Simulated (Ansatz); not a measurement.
One change: `BC[SiH2]S` becomes `BC(C)[SiH2]S`.

Ansatz, PBE0-D4/def2-TZVP geometries, multiplicity 1. Each molecule was computed in one conformer, which needn't be the lowest.

| property | `BC[SiH2]S` |
| --- | --- |
| HOMO energy (ωB97M-V/def2-TZVPP) / eV | -9.70 |
| HOMO–LUMO gap (ωB97M-V/def2-TZVPP) / eV | 9.96 |
| LUMO energy (PBE0/def2-TZVPP) / eV | -1.63 |
| ideal-gas entropy at 298 K and 1 bar (rigid rotor, harmonic PBE0-D4/def2-TZVP) / J/(mol·K) | 348 |
| LUMO energy (PBE/def2-TZVPP) / eV | -2.58 |
| size of the dipole moment (PBE/def2-TZVPP) / D | 1.13 |

Q: Give the same properties after the change, and the shifts. (Estimate.)

A: Ansatz gave: 
| property | `BC(C)[SiH2]S` | shift |
| --- | --- | --- |
| HOMO energy (ωB97M-V/def2-TZVPP) / eV | -9.64 | 0.06 |
| HOMO–LUMO gap (ωB97M-V/def2-TZVPP) / eV | 10.31 | 0.35 |
| LUMO energy (PBE0/def2-TZVPP) / eV | -1.22 | 0.41 |
| ideal-gas entropy at 298 K and 1 bar (rigid rotor, harmonic PBE0-D4/def2-TZVP) / J/(mol·K) | 376 | 28 |
| LUMO energy (PBE/def2-TZVPP) / eV | -2.17 | 0.41 |
| size of the dipole moment (PBE/def2-TZVPP) / D | 1.88 | 0.75 |

With PBE0 the HOMO rises by 0.05 eV and the LUMO rises by 0.41 eV, so the gap widens by about 0.36 eV. PBE moves the HOMO by 0.04 eV and ωB97M-V by 0.06 eV. The zero-point energy changes by 74.6 kJ/mol with +9 modes. Dipoles are sizes alone; their direction can turn. Modes under 60 cm⁻¹, often nearly free rotors, make the harmonic entropy too high.
